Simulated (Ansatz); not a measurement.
# A geometry optimisation of GeH4Si with r2SCAN-D4/def2-TZVP

The starting geometry of this gas-phase singlet was optimised with GFN2-xTB.

```xyz
6

Ge    0.8210   -1.4664   -0.3635
Si   -0.4025    0.5022   -0.6638
H    -0.6991   -2.0184   -0.5461
H    -1.2015    1.0898    0.4317
H    -0.8899    1.4233   -1.7163
H     0.9777   -1.4881   -1.9587
```

Q: Predict what becomes of its bonds when it is optimised with r2SCAN-D4/def2-TZVP.

A: A new bond forms, giving a structure with H3 bridging Si2 and Ge1, given below by its coordinates. Distances that change by over a tenth: Ge1–H3 (1.63 → 1.96 Å). Contacts that close: Si2–H3 (2.54 → 1.60 Å).

The energy falls by 0.79 eV over 13 steps:

```csv
step,E − E(last) (eV)
1,0.785
2,0.593
4,0.399
5,0.255
6,0.129
8,0.012
9,0.001
10,0.000
12,0.000
13,0.000
```

Final geometry (Å):

```xyz
6

Ge    0.9652   -1.5326   -0.3903
Si   -0.4088    0.3218   -0.5625
H    -0.9358   -1.1875   -0.6940
H    -1.1856    0.8404    0.5963
H    -0.8792    1.0189   -1.7912
H     1.0499   -1.4187   -1.9750
```

Frequencies at the end are all real (lowest 367 cm⁻¹). Run with Ansatz 0.2.0, 24 s on 2 threads of Arm Neoverse V1 (shared host).
